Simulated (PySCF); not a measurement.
Q: Give a PBE0-D3(BJ)/def2-TZVP geometry of ethyldifluoroborane (`CCB(F)F`).

A: 
```xyz
10
C2H5BF2 angstrom
C     -1.0619   -0.3831   -0.4651
C      0.1457    0.5156   -0.2332
B      1.1938   -0.0109    0.7924
F      1.0639   -1.1699    1.4169
F      2.2781    0.6876    1.0899
H     -1.7462    0.0491   -1.1977
H     -0.7609   -1.3672   -0.8297
H     -1.6216   -0.5404    0.4594
H      0.6795    0.7054   -1.1737
H     -0.1658    1.5136    0.0999
```

Orientation and origin are arbitrary. Atoms count from 1 in this order. The 5 heavy atoms lie in one plane (0.005 Å rms). B3 (three-coordinate boron) is planar (angles 122.7°, 121.4° and 115.9°, sum 360.0°, 0.00 Å off the plane of its three neighbours).

Bonds between heavy atoms (Å): C1–C2 1.523, C2–B3 1.558, B3–F4 1.323, B3–F5 1.324.

Computed, not measured: PBE0-D3(BJ)/def2-TZVP geometry optimisation, gas phase in PySCF.

Point group: Cs (every atom within 0.08 Å of its image). PBE0-D3(BJ)/def2-TZVP frequencies: not computed here. The numbers are those of one conformer (C1–C2–B3–F4 1°).
